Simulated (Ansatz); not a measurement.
Species: InP, charge 0, triplet. InP (SMILES [P]=[In], triplet).
B3LYP-D3(BJ)/def2-TZVP minimum from Ansatz (a first-principles code):
```
In
P 1 2.6742
```
Charge 0, spin multiplicity 3.

Total energies in hartree (Ansatz). UHF or UKS for unpaired electrons; spin-orbit terms are left out. Cores are frozen in correlated methods (noble-gas shells, and filled d and f shells in the p block). Past Kr the def2 sets carry scalar-relativistic core potentials. Where a partner has so few electrons that a lower coupled-cluster level is exact, that level stands in. Spin-orbit terms, left out, reach several kcal/mol for Br and I, and more for heavier atoms.

| species | HF/def2-TZVPP | CCSD(T)/def2-TZVPP | HF/def2-QZVPP | CCSD(T)/def2-QZVPP | CCSDT(Q)/def2-QZVPP |
|---|---|---|---|---|---|
| 1: InP (SMILES [P]=[In], triplet) | -529.95082 | -530.12844 | -529.96127 | -530.14882 | -530.15058 |
| 2: In (doublet) | -189.21003 | -189.25218 | -189.21066 | -189.25402 | -189.25428 |
| 3: P (quartet) | -340.70986 | -340.81484 | -340.71904 | -340.82905 | -340.82995 |

Problem. Work out the atomisation energy (electronic, to ground-state atoms) in kcal/mol: take Hartree-Fock from def2-QZVPP, extrapolate the CCSD(T) correlation energy as X^-3 (X = 3, 4), and add CCSDT(Q) - CCSD(T) in def2-QZVPP. 1 hartree = 627.51 kcal/mol.

Solution. 
Species 1: correlation (64·(-0.18755) - 27·(-0.17762))/37 = -0.19480; step -0.00176; E1 = -529.96127 + (-0.19480) + (-0.00176) = -530.15783
Species 2: correlation (64·(-0.04336) - 27·(-0.04215))/37 = -0.04424; step -0.00026; E2 = -189.21066 + (-0.04424) + (-0.00026) = -189.25516
Species 3: correlation (64·(-0.11001) - 27·(-0.10498))/37 = -0.11368; step -0.00090; E3 = -340.71904 + (-0.11368) + (-0.00090) = -340.83362
-1·E1 +1·E2 +1·E3 = 0.06905 hartree = 43.3 kcal/mol.
